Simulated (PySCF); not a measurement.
Compound: C5H3O4 (charge -1).
SMILES with atom numbers: `[O:1]=[C:2]([OH:3])[c:4]1[cH:5][cH:6][o:7][c:8]1[O-:9]`

Cartesian coordinates in Å at the GFN2-xTB level; atoms count from 1:
```xyz
12
C5H3O4 angstrom
O      2.067    0.897    1.053
C      1.525    0.241    0.163
O      2.326   -0.346   -0.788
C      0.141    0.018    0.007
C     -0.870    0.533    0.883
C     -2.056    0.112    0.413
O     -1.907   -0.650   -0.717
C     -0.540   -0.729   -1.000
O     -0.169   -1.364   -1.977
H      3.238   -0.114   -0.563
H     -0.689    1.141    1.747
H     -3.065    0.261    0.754
```

Probes without a nucleus sit at each ring's centroid and 1 Å off its mean plane on both sides; NICS is minus the shielding there, NICSzz its component along the normal. Level: GIAO PBE0/pcSseg-1 (PySCF, non-relativistic, gas phase) on the GFN2-xTB geometry, one conformer.

Ring bond lengths (Å), with Mayer bond orders in brackets: C4–C5 1.433 (1.18), C5–C6 1.343 (1.69), C6–O7 1.371 (0.99), O7–C8 1.398 (0.96), C8–C4 1.427 (1.17).

Question: Give the NICS values of each ring in ppm.

Answer: 
```
          ring                                               type  NICS(0)  NICS(1), two faces  NICS(1)zz, two faces  rms pucker (Å)  centre to ring atoms, mean (Å)
C4–C5–C6–O7–C8  5-membered ring with O; formal bonds all aromatic     -7.9         -5.8 / -5.8         -11.5 / -11.5            0.00                            1.19
```

Question: What do they say, and how far can they be read as aromaticity?

Answer: 
- C4–C5–C6–O7–C8: mean NICS(1)zz -11.5 ppm, shielded. That is too small in size for a clear verdict by the NICS criterion.

Question: How equal are the bonds by HOMA? Use HOMA with the parameters of Krygowski (1993).

Answer: 
- C4–C5–C6–O7–C8: HOMA -0.19; the largest term is that of O7–C8, α(R − Ropt)² = 2.77.

Question: List the ring angles and the Hirshfeld charges of the ring atoms.

Answer: 
- C4–C5–C6–O7–C8: C4 106.4° (-0.141 e), C5 107.3° (-0.124 e), C6 111.5° (-0.067 e), O7 107.8° (-0.145 e), C8 107.1° (+0.117 e); sum 540.0° against 540° for a flat convex ring.
